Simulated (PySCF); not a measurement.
Molecule: `C[Si@@H]1C=CC=C1C#N`, C₆H₇NSi.

Geometry (Å), atoms numbered from 1 in this order:
```xyz
15

C     2.036    0.181   -0.945
Si    0.781   -0.480    0.312
C    -0.571   -1.593   -0.400
C    -1.768   -1.004   -0.263
C    -1.778    0.303    0.358
C    -0.577    0.790    0.737
C    -0.379    2.024    1.345
N    -0.155    3.035    1.846
H     1.545    0.551   -1.842
H     2.731   -0.598   -1.241
H     2.610    0.996   -0.517
H     1.391   -1.027    1.528
H    -0.462   -2.566   -0.847
H    -2.701   -1.441   -0.588
H    -2.708    0.836    0.495
```

Frames of a GFN2-xTB Langevin trajectory at 300 K; GIAO PBE0/pcSseg-1 shieldings in PySCF 2.14, gas phase, non-relativistic; equivalent atoms averaged within each frame.

Shifts are taken against calculated references (same method and geometry level): 13C (186.93 ppm) and 29Si (349.16 ppm) and 1H (31.72 ppm) vs TMS; 15N (267.73 ppm) against NH3. The references are static minima.

Task: How do the shifts (ppm) fluctuate along the trajectory?

Result: 
```tsv
time (fs)	C5	C4	C3	C7	C6	C1	Si2	N8	H15	H14
250	177.9	148.1	147.9	129.4	128.0	-3.8	-15.6	347.3	8.35	7.47
425	162.6	162.1	152.8	126.5	130.6	-11.7	-13.7	346.8	8.28	7.86
625	168.9	161.7	147.1	127.6	137.4	-13.8	-15.0	347.9	8.45	7.75
800	176.5	162.2	148.5	123.7	122.7	-0.2	-19.3	327.0	8.23	7.04
1000	169.8	156.8	158.9	127.8	126.0	-14.4	-16.2	349.2	8.03	8.65
mean of frames	171.1	158.2	151.0	127.0	128.9	-8.8	-16.0	343.6	8.27	7.75
standard deviation	6.2	6.1	4.9	2.1	5.6	6.4	2.1	9.3	0.16	0.59
```

5 frames give an uncertainty of the mean of about the standard deviation over 2.2 at best, since frames this close in time may not be independent; classical motion lacks zero-point vibration, and the reference would need the same averaging.
